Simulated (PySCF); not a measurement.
A species of formula C4H5BO2 has this rotational fingerprint, computed with PBE0-D3(BJ)/def2-SVP geometry optimisation, gas phase in PySCF 2.14.0:

```
Rotational constants : A = 8257, B = 1040, C = 932.3 MHz
Dipole components    : |μa| = 2.07 D, |μb| = 0.30 D, |μc| = 0.16 D
Inertial defect      : -5.24 u·Å²
κ                    : -0.97
```

Question: Which structure is it? (One computed conformer of each.)
A. `[CH:1]#[C:2]/[CH:3]=[CH:4]\[B:5]([OH:6])[OH:7]` with C4–B5–O6–H 180°, C4–B5–O7–H 0°
B. `[CH2:1]=[CH:2][C:3]#[C:4][B:5]([OH:6])[OH:7]` with C4–B5–O6–H 180°, C4–B5–O7–H 180°

Answer: B. It is C=CC#CB(O)O, a near-prolate asymmetric top, point group C1. The candidates at the same level (rigid rotor, commonest isotopes):

| SMILES | A (MHz) | B (MHz) | C (MHz) | μa (D) | μb (D) | μc (D) | Δ (u·Å²) | point group | rotor |
| --- | --- | --- | --- | --- | --- | --- | --- | --- | --- |
| C=CC#CB(O)O | 8257 | 1040 | 932.3 | 2.07 | 0.30 | 0.16 | -5.24 | C1 | near-prolate asymmetric top |
| C#C/C=C\B(O)O | 5612 | 1747 | 1332 | 1.26 | 0.49 | 0.01 | -0.02 | – | asymmetric top |

`C#C/C=C\B(O)O` has B 68 % too high. No structure here is proved a minimum.
